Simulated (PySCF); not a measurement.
CH₆ClNSi₃, SMILES Cl[Si@H]1C=N[SiH2][SiH2]1.

The structure is a stationary point at PBE0-D3(BJ)/def2-SVP. The structure was generated by enumeration; whether it is a known compound was not checked.

These are PBE0-D3(BJ)/def2-SVP in PySCF values and carry that method's errors.

Frequencies are harmonic and unscaled.

```json
[
 {"mode": "1", "ν (cm⁻¹)": "27", "IR (km/mol)": "0.3", "moving atoms (share of kinetic energy)": "Si 42 %, Cl 25 %, H 20 %, C 11 %"},
 {"mode": "2", "ν (cm⁻¹)": "126", "IR (km/mol)": "2.0", "moving atoms (share of kinetic energy)": "Si 39 %, Cl 35 %, H 10 %, N 9 %"},
 {"mode": "3", "ν (cm⁻¹)": "138", "IR (km/mol)": "4.9", "moving atoms (share of kinetic energy)": "Si 30 %, Cl 25 %, N 25 %, H 18 %"},
 {"mode": "4", "ν (cm⁻¹)": "270", "IR (km/mol)": "6.6", "moving atoms (share of kinetic energy)": "Si 70 %, N 10 %, H 8 %"},
 {"mode": "5", "ν (cm⁻¹)": "309", "IR (km/mol)": "4.7", "moving atoms (share of kinetic energy)": "H 64 %, C 20 %, N 10 %"},
 {"mode": "6", "ν (cm⁻¹)": "359", "IR (km/mol)": "11.0", "moving atoms (share of kinetic energy)": "H 60 %, C 14 %, Si 13 %, N 10 %"},
 {"mode": "7", "ν (cm⁻¹)": "403", "IR (km/mol)": "1.8", "moving atoms (share of kinetic energy)": "Si 77 %, H 8 %"},
 {"mode": "8", "ν (cm⁻¹)": "415", "IR (km/mol)": "2.2", "moving atoms (share of kinetic energy)": "Si 63 %, H 21 %"},
 {"mode": "9", "ν (cm⁻¹)": "453", "IR (km/mol)": "24.2", "moving atoms (share of kinetic energy)": "Si 40 %, N 26 %, H 21 %, C 11 %"},
 {"mode": "10", "ν (cm⁻¹)": "483", "IR (km/mol)": "12.1", "moving atoms (share of kinetic energy)": "H 57 %, Si 32 %"},
 {"mode": "11", "ν (cm⁻¹)": "559", "IR (km/mol)": "117.9", "moving atoms (share of kinetic energy)": "Si 44 %, H 26 %, Cl 26 %"},
 {"mode": "12", "ν (cm⁻¹)": "597", "IR (km/mol)": "12.2", "moving atoms (share of kinetic energy)": "H 73 %, Si 17 %"},
 {"mode": "13", "ν (cm⁻¹)": "612", "IR (km/mol)": "7.9", "moving atoms (share of kinetic energy)": "H 52 %, Si 22 %, C 18 %"},
 {"mode": "14", "ν (cm⁻¹)": "629", "IR (km/mol)": "2.7", "moving atoms (share of kinetic energy)": "H 79 %, Si 13 %"},
 {"mode": "15", "ν (cm⁻¹)": "690", "IR (km/mol)": "38.1", "moving atoms (share of kinetic energy)": "N 44 %, Si 26 %, H 20 %, C 9 %"},
 {"mode": "16", "ν (cm⁻¹)": "724", "IR (km/mol)": "10.7", "moving atoms (share of kinetic energy)": "H 77 %, C 10 %"},
 {"mode": "17", "ν (cm⁻¹)": "756", "IR (km/mol)": "5.1", "moving atoms (share of kinetic energy)": "H 57 %, C 23 %, Si 14 %"},
 {"mode": "18", "ν (cm⁻¹)": "771", "IR (km/mol)": "106.2", "moving atoms (share of kinetic energy)": "H 88 %, Si 10 %"},
 {"mode": "19", "ν (cm⁻¹)": "813", "IR (km/mol)": "186.8", "moving atoms (share of kinetic energy)": "H 80 %, Si 16 %"},
 {"mode": "20", "ν (cm⁻¹)": "890", "IR (km/mol)": "52.7", "moving atoms (share of kinetic energy)": "H 95 %"},
 {"mode": "21", "ν (cm⁻¹)": "896", "IR (km/mol)": "57.9", "moving atoms (share of kinetic energy)": "H 72 %, C 25 %"},
 {"mode": "22", "ν (cm⁻¹)": "921", "IR (km/mol)": "95.2", "moving atoms (share of kinetic energy)": "H 95 %"},
 {"mode": "23", "ν (cm⁻¹)": "1323", "IR (km/mol)": "14.0", "moving atoms (share of kinetic energy)": "H 83 %, C 10 %"},
 {"mode": "24", "ν (cm⁻¹)": "1714", "IR (km/mol)": "68.3", "moving atoms (share of kinetic energy)": "C 51 %, N 48 %"},
 {"mode": "25", "ν (cm⁻¹)": "2226", "IR (km/mol)": "68.6", "moving atoms (share of kinetic energy)": "H 97 %"},
 {"mode": "26", "ν (cm⁻¹)": "2232", "IR (km/mol)": "85.1", "moving atoms (share of kinetic energy)": "H 97 %"},
 {"mode": "27", "ν (cm⁻¹)": "2242", "IR (km/mol)": "63.0", "moving atoms (share of kinetic energy)": "H 97 %"},
 {"mode": "28", "ν (cm⁻¹)": "2245", "IR (km/mol)": "21.4", "moving atoms (share of kinetic energy)": "H 96 %"},
 {"mode": "29", "ν (cm⁻¹)": "2251", "IR (km/mol)": "128.8", "moving atoms (share of kinetic energy)": "H 96 %"},
 {"mode": "30", "ν (cm⁻¹)": "3016", "IR (km/mol)": "44.0", "moving atoms (share of kinetic energy)": "H 92 %"}
]
```
